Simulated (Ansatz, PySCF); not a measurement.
CH9ClOSi3, SMILES O([Si@H]([SiH3])[SiH2]Cl)C. Atoms are numbered in the order given.

```xyz
15

C     -2.1591    -2.1770     0.1931
O     -1.4972    -1.6289    -0.9235
Si    -0.1560    -0.6277    -0.8174
Si     1.5529    -1.5495     0.5311
Si    -0.6964     1.4676     0.1214
Cl     1.1599     2.2612     0.7002
H     -1.4812    -2.7899     0.8179
H     -2.9731    -2.8264    -0.1638
H     -2.6016    -1.3960     0.8402
H      0.3224    -0.4308    -2.2134
H      1.2052    -1.4065     1.9758
H      1.7164    -3.0029     0.2261
H      2.8403    -0.8475     0.2658
H     -1.5444     1.3448     1.3423
H     -1.3473     2.4360    -0.8051
```

The structure is a stationary point at B3LYP-D3(BJ)/def2-SVP. The structure was generated by enumeration; whether it is a known compound was not checked. One conformer was computed; it need not be the lowest.

Two levels are set side by side: PBE-D3(BJ)/def2-SVP (Ansatz, a program for electronic structure) and B3LYP-D3(BJ)/def2-SVP (Ansatz). Each level has its own optimised geometry; the coordinates shown are those of the second. Frequencies come from the Hessian of PySCF at each geometry. Differences are taken from unrounded values.

| quantity | B3LYP-D3(BJ) | PBE-D3(BJ) | PBE-D3(BJ) minus B3LYP-D3(BJ) |
|---|---|---|---|
| mean bond length (Å) | 1.584 | 1.594 | 0.010 |
| bond C1–O2 (Å) | 1.409 | 1.415 | 0.006 |
| bond O2–Si3 (Å) | 1.677 | 1.692 | 0.015 |
| bond Si3–Si4 (Å) | 2.364 | 2.369 | 0.005 |
| bond Si3–Si5 (Å) | 2.359 | 2.365 | 0.006 |
| bond Si5–Cl6 (Å) | 2.100 | 2.102 | 0.002 |
| bond C1–H7 (Å) | 1.107 | 1.116 | 0.009 |
| bond C1–H8 (Å) | 1.101 | 1.109 | 0.008 |
| bond C1–H9 (Å) | 1.107 | 1.115 | 0.009 |
| bond Si3–H10 (Å) | 1.489 | 1.502 | 0.014 |
| bond Si4–H11 (Å) | 1.493 | 1.506 | 0.013 |
| bond Si4–H12 (Å) | 1.494 | 1.507 | 0.013 |
| bond Si4–H13 (Å) | 1.490 | 1.503 | 0.013 |
| bond Si5–H14 (Å) | 1.492 | 1.506 | 0.014 |
| bond Si5–H15 (Å) | 1.490 | 1.504 | 0.014 |
| highest harmonic wavenumber (cm⁻¹) | 3108 | 3044 | -64 |
| mean harmonic wavenumber (cm⁻¹) | 1072 | 1038 | -34 |
| zero-point energy (kcal/mol) | 59.79 | 57.90 | -1.90 |

GGA bonds tend to be longer and softer than those of functionals with exact exchange. Differences between two approximate levels are no errors against the true value.
